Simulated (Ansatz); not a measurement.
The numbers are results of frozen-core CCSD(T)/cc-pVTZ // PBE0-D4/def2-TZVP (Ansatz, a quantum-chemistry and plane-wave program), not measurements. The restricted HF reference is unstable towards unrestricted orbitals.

Ansatz 0.2 input:
```yaml
crystal:
  periodic: [false, false, false]
  atoms:
    - { symbol: C, position_ang: [-0.626555, -0.762439, 0.015292] }
    - { symbol: C, position_ang: [-0.997871, 0.546343, -0.028319] }
    - { symbol: S, position_ang: [0.392976, 1.531427, -0.041073] }
    - { symbol: C, position_ang: [1.370005, 0.122342, 0.012778] }
    - { symbol: N, position_ang: [0.716182, -0.996574, 0.038407] }
    - { symbol: H, position_ang: [-1.312708, -1.598716, 0.032104] }
    - { symbol: H, position_ang: [-1.991579, 0.964638, -0.052789] }
    - { symbol: H, position_ang: [2.44955, 0.19298, 0.023602] }
basis:
  gaussian: { orbitals: cc-pVTZ }
correlation:
  method: ccsd_t
```

Output:

```
Functional definition: HF
1144 factors; integrals over basis functions are off by at most 1.2e-3 eV
mean field evaluation 1: about -15435.5917 eV, gradient 3.4e1 eV
mean field evaluation 2: about -15436.0033 eV, gradient 3.4e1 eV
mean field evaluation 4: about -15439.1643 eV, gradient 5.1e0 eV
mean field evaluation 8: about -15439.2751 eV, gradient 5.2e-1 eV
mean field evaluation 16: about -15439.2778 eV, gradient 2.5e-6 eV
mean field -15439.27781033 eV, -567.3829944113 hartree, gradient 2.5e-6 eV, S^2 0.000000; 0 other end points of the search recorded, 0 dependent functions left out; unrestricted orbitals would lower it
9 core orbitals not correlated
reference -15439.27781033 eV, -567.3829944113 hartree; 13, 13 occupied and 174, 174 virtual orbitals, 1144 factors
second order -23.07463548 eV of doubles, -0.00000000 eV of singles
cycle   1  -22.69866334 eV  change    3.8e-1 eV  update   1.3e-1
cycle   2  -23.37554140 eV  change   -6.8e-1 eV  update   3.9e-2
cycle   3  -23.52096079 eV  change   -1.5e-1 eV  update   1.9e-2
cycle   4  -23.50695289 eV  change    1.4e-2 eV  update   5.4e-3
cycle   5  -23.50672252 eV  change    2.3e-4 eV  update   3.3e-3
cycle   6  -23.50803423 eV  change   -1.3e-3 eV  update   1.2e-3
cycle   7  -23.50734038 eV  change    6.9e-4 eV  update   5.5e-4
cycle   8  -23.50720223 eV  change    1.4e-4 eV  update   1.9e-4
cycle   9  -23.50726373 eV  change   -6.1e-5 eV  update   5.0e-5
cycle  10  -23.50724531 eV  change    1.8e-5 eV  update   2.4e-5
perturbative correction -1.31983016 eV, -0.0485028636 hartree
Total energy: -15464.10488580 eV, -568.2953726062 hartree
```

Cost: roughly 100 core-seconds.
